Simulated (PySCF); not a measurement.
Bonds (- single, = double, # triple, : aromatic): C1-O2 1.407 Å, O2-Si3 1.629 Å, Si3-O4 1.635 Å, Si3-O5 1.635 Å, Si3-C6 1.864 Å, C6#N7 1.160 Å. C1 carries H8, H9, H10; O4 carries H11; O5 carries H12.

Geometry: PBE0-D3(BJ)/def2-SVP; GIAO shifts from PySCF, gas phase, non-relativistic, averaged over equivalent atoms.

At PBE0/pcSseg-0 (77 basis functions, 7.2 s wall time on 1 thread of an Arm Neoverse V1, shared host):
| atoms | δ (ppm) |
| --- | --- |
| C6 | 134.4 |
| C1 | 55.1 |
| O4/O5 | 33.4 |
| O2 | 12.6 |
| Si3 | -80.3 |
| N7 | 369.7 |
| H8/H9/H10 | 4.19 |
| H11/H12 | 1.80 |

δ = σ(ref) − σ, references computed at the same level: ¹³C (σ = 193.52 ppm) and ²⁹Si (σ = 348.52 ppm) and ¹H (σ = 32.83 ppm) vs TMS; H2O for ¹⁷O (σ = 337.86 ppm); ¹⁵N (σ = 266.02 ppm) against NH3.

**Question.** Estimate the result of repeating the calculation with wB97X-D/pcSseg-1.

**Answer.** 
```json
{"atoms": "C6", "δ at wB97X-D/pcSseg-1": "124.9", "change": "-9.5"}
{"atoms": "C1", "δ at wB97X-D/pcSseg-1": "52.4", "change": "-2.7"}
{"atoms": "O4/O5", "δ at wB97X-D/pcSseg-1": "53.8", "change": "+20.4"}
{"atoms": "O2", "δ at wB97X-D/pcSseg-1": "32.4", "change": "+19.8"}
{"atoms": "Si3", "δ at wB97X-D/pcSseg-1": "-78.3", "change": "+2.0"}
{"atoms": "N7", "δ at wB97X-D/pcSseg-1": "357.4", "change": "-12.3"}
{"atoms": "H8/H9/H10", "δ at wB97X-D/pcSseg-1": "3.73", "change": "-0.46"}
{"atoms": "H11/H12", "δ at wB97X-D/pcSseg-1": "2.23", "change": "+0.43"}
```

Chemical shifts δ = σref − σ; ¹³C (184.54 ppm), ²⁹Si (352.93 ppm), ¹H (31.38 ppm) against TMS; ¹⁷O (333.19 ppm) vs H2O; ¹⁵N (263.98 ppm) vs NH3, all at this level.

The largest change is at O4/O5 (oxygen bonded to Si, H). Cost: 151 basis functions, 19 s wall time on 1 thread of an Arm Neoverse V1, shared host.

Experimental scales use liquid or dissolved standards, which lie at an offset from isolated NH3 (liquid NH3: subtract about 20 ppm) and H2O (liquid H2O: subtract about 36 ppm). Unscaled 15N shifts of sp2 nitrogen often come out too high even then, by a few to some tens of ppm.
